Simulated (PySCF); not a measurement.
Si(F)2 anion (F₂Si), SMILES F[Si]F (connectivity only; charge and spin as stated), charge -1, multiplicity 2. Atoms are numbered in the order given.

```xyz
3

Si     0.0000     0.0000     0.6380
F      0.0000     1.2832    -0.4962
F      0.0000    -1.2832    -0.4962
```
Charge -1, spin multiplicity 2.

Coordinates come from a PBE-D3(BJ)/def2-TZVPD optimisation. The spin state was assumed, not searched. The isomer is the one that the SMILES or the coordinates give; other isomers of the formula were not compared.

Two levels are set side by side: PBE/pcH-1 (PySCF) and PBE0/pcH-1 (PySCF). Contact hyperfine couplings, same geometry. Differences are taken from unrounded values.

```json
[
 {"quantity": "A(iso) of 29Si, atom Si1 (MHz)", "PBE": "-4.7"},
 {"quantity": "A(iso) of 19F, atom F2 (MHz)", "PBE": "69.6"},
 {"quantity": "A(iso) of 19F, atom F3 (MHz)", "PBE": "69.6"}
]
```

Problem. These are the PBE values. What does PBE0 give? (An estimate is asked for; the answer gives what the named calculation found.)

Solution. 
| quantity | PBE0 | PBE minus PBE0 |
|---|---|---|
| A(iso) of 29Si, atom Si1 (MHz) | -33.4 | 28.8 |
| A(iso) of 19F, atom F2 (MHz) | 112.9 | -43.3 |
| A(iso) of 19F, atom F3 (MHz) | 112.9 | -43.3 |

Rough cost on one machine, each run with all the roots and properties that it gave: PBE0 against PBE within a factor of 2.
